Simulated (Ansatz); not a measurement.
Consider the ligand exchange at the Si–N bond: `C[SiH](F)N=C=O` + PH₃ → `C[SiH](F)P` + `N=C=O`.

Gas-phase electronic energies from Ansatz, PBE0-D4/def2-TZVP geometries. CCSD(T)/CBS is the MP2 limit (def2-TZVPP, def2-QZVPP) plus CCSD(T) − MP2 in def2-TZVPP, frozen cores. This one scheme is used for every species. Functionals use def2-TZVPP. Each species was taken in one conformer, which may not be the lowest.

```tsv
species	r2SCAN0-D4 energy (Eh)
`C[SiH](F)N=C=O`	-597.98334
PH₃	-343.11677
`C[SiH](F)P`	-772.42529
`N=C=O`	-168.64065
```

(1) Work out ΔE.

Largest T1 diagnostic among the species: 0.018.

Results:

(1) ΔE = (-772.42529) + (-168.64065) − (-597.98334) − (-343.11677) = 0.03417 Eh = +0.93 eV. CCSD(T)/CBS gives +0.93 eV.

In def2-TZVPP, CCSD(T) changes the Hartree–Fock value by −0.25 eV (the triples alone add −0.04 eV) and MP2 by −0.22 eV. From BLYP to BHLYP (50 % exact exchange), in def2-TZVPP and without D4, ΔE moves by +0.17 eV.
